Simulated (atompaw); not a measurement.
**What the settings do to the PAW (atompaw) potential of bismuth (Bi)**

Base potential:

- Element: bismuth (Bi)
- Generator: atompaw 4.2.0.5
- Type: PAW
- Functional: PBE
- Relativity: scalar-relativistic
- Frozen core: [Xe] 4f14 5d10
- Valence charge: 5
- Reference configuration: 6s2 6p3
- Partial waves: 6s (bound): rc 2.15 bohr; 6s channel at 0.85 Ry: rc 2.15 bohr; 6p (bound): rc 2.15 bohr; 6p channel at 1.65 Ry: rc 2.15 bohr
- Local potential: bessel scheme, radius 1.75 bohr
- Core correction: smooth core density matched at 1.65 bohr
- Augmentation charge: besselshape compensation charge, radius 1.85 bohr; PAW radius 2.15 bohr; waves and projectors: custom rrkj gramschmidtortho

All-electron outer shells of the reference configuration (PBE, scalar-relativistic, ld1.x):

| shell | level (eV) | outermost node (bohr) | outermost maximum (bohr) |
| --- | --- | --- | --- |
| 5p | -95.86 | 0.48 | 0.86 |
| 5d | -27.08 | 0.51 | 1.03 |
| 6s | -14.48 | 0.98 | 1.88 |
| 6p | -4.57 | 1.14 | 2.44 |

Cutoffs, loose and tight: the cutoffs (Ry, on a coarse ladder) from which the occupation-weighted sum of valence levels, in a spherical-Bessel basis at the reference potential, stays within 10 and 1 mRy of its value at 400 Ry. They see the waves, projectors and local potential, not the compensation charge or the core. A dash means not determined.

A true bound ghost makes a file unfit for plane-wave use even where its test errors are small: the radial tests pick states by their node count and pass the ghost by.

```csv
change,outcome,"cutoff, loose","cutoff, tight",bound ghosts
base,generated,8 Ry,15 Ry,d
core correction smooth core density matched at 1.66 bohr,generated,8 Ry,15 Ry,d
"core [Xe] 4f14, valence charge 15; reference 5d10 6s2 6p2; waves now 6s (bound): rc 1.80 bohr; 6s channel at -1.25 Ry: rc 2.15 bohr; 6p (bound): rc 2.15 bohr; 6p channel at 4.15 Ry: rc 2.15 bohr; 5d (bound): rc 2.15 bohr; 5d channel at 2.45 Ry: rc 2.15 bohr; local potential bessel scheme, radius 1.95 bohr; core correction smooth core density matched at 1.50 bohr; augmentation besselshape compensation charge, radius 1.80 bohr; PAW radius 2.15 bohr; waves and projectors: custom rrkj gramschmidtortho",failed: atompaw: The overlap operator has at least one negative eigenvalue!,–,–,–
"augmentation sinc compensation charge, radius 1.85 bohr; PAW radius 2.15 bohr; waves and projectors: custom rrkj gramschmidtortho",generated,8 Ry,15 Ry,d
functional LDA (PW92),generated,8 Ry,15 Ry,d
wave 6s (bound): rc 2.15 bohr becomes 6s (bound): rc 2.12 bohr,generated,8 Ry,15 Ry,d
reference 6s2 6p2,generated,8 Ry,15 Ry,d
wave 6p channel at 1.65 Ry: rc 2.15 bohr becomes 6p channel at 1.39 Ry: rc 2.15 bohr,generated,8 Ry,15 Ry,d
"augmentation besselshape compensation charge, radius 1.85 bohr; PAW radius 2.15 bohr; waves and projectors: custom polynom2 7 10 vanderbiltortho",generated,10 Ry,15 Ry,d
non-relativistic,generated,10 Ry,18 Ry,d
wave 6p channel at 1.65 Ry: rc 2.15 bohr becomes 6p channel at 1.65 Ry: rc 1.22 bohr,failed: atompaw: The overlap operator has at least one negative eigenvalue!,–,–,–
"augmentation besselshape compensation charge, radius 1.02 bohr; PAW radius 2.15 bohr; waves and projectors: custom rrkj gramschmidtortho",generated,8 Ry,15 Ry,d
```

**Question.** What comes out with this change to the base: local potential bessel scheme, radius 2.14 bohr?

**Answer.** outcome: generated; cutoff, loose: 8 Ry; cutoff, tight: 15 Ry; bound ghosts: none.
